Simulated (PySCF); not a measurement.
These are ωB97X-D3(BJ)/def2-TZVP (PySCF) values and carry that method's errors. All species are isolated molecules in the gas phase. Delta-SCF ions had no search for a lower state. Excitations are Tamm–Dancoff values on a coarser integration grid. The basis has no diffuse functions, so Rydberg states are missing or too high.

Reference species (SMILES): `F/[SiH]=[SiH]/F` (neutral, multiplicity 1).

The vertical ionisation energy (Delta-SCF) is 8.35 eV. The T1 excitation (TDA) comes out as 1.41 eV.

Changed species: `F/[SiH]=[SiH]\F`.

### Question
What does the change do to the vertical ionisation energy (Delta-SCF) and T1 excitation (TDA)?

### Answer
the vertical ionisation energy (Delta-SCF) increases by 0.11 eV, to 8.46 eV; the T1 excitation (TDA) rises by 0.08 eV, to 1.49 eV.
